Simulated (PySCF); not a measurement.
PySCF 2.14 output of an unrestricted MN15 calculation on a single atom or ion in dyall-acv3z (15s9p4d2f, 76 functions), with no relativity, point nucleus:

```
SCF conv_tol = 1e-09
number electrons alpha = 5  beta = 1
    H. S. Yu, X. He, S. L. Li, and D. G. Truhlar.,  Chem. Sci. 7, 5032-5051 (2016)
    H. S. Yu, X. He, S. L. Li, and D. G. Truhlar.,  Chem. Sci. 7, 5032-5051 (2016)
cycle= 1 E= -72.9994782764591  delta_E= -0.0541  |g|= 2.17  |ddm|= 0.0865
cycle= 2 E= -73.0017930043645  delta_E= -0.00231  |g|= 0.45  |ddm|= 0.0118
cycle= 3 E= -73.0018945591738  delta_E= -0.000102  |g|= 0.00935  |ddm|= 0.000909
cycle= 4 E= -73.0018946136871  delta_E= -5.45e-08  |g|= 0.000542  |ddm|= 0.000148
cycle= 5 E= -73.0018946144337  delta_E= -7.47e-10  |g|= 5.23e-05  |ddm|= 4.37e-05
cycle= 6 E= -73.0018946144579  delta_E= -2.42e-11  |g|= 4.57e-06  |ddm|= 9.13e-06
converged SCF energy = -73.0018946144579  <S^2> = 6.0000452  2S+1 = 5.0000181
```

The run itself started from symmetry-adapted Hartree-Fock orbitals and held the occupation by maximum overlap, on a logarithmic radial grid, so the iterations belong to that start.

Q: Which element, charge and spin multiplicity is this?

A: O²⁺ (oxygen, charge +2), multiplicity 5; the state was [He] 2s1 2p3, high-spin 5S determinant (an excited configuration).
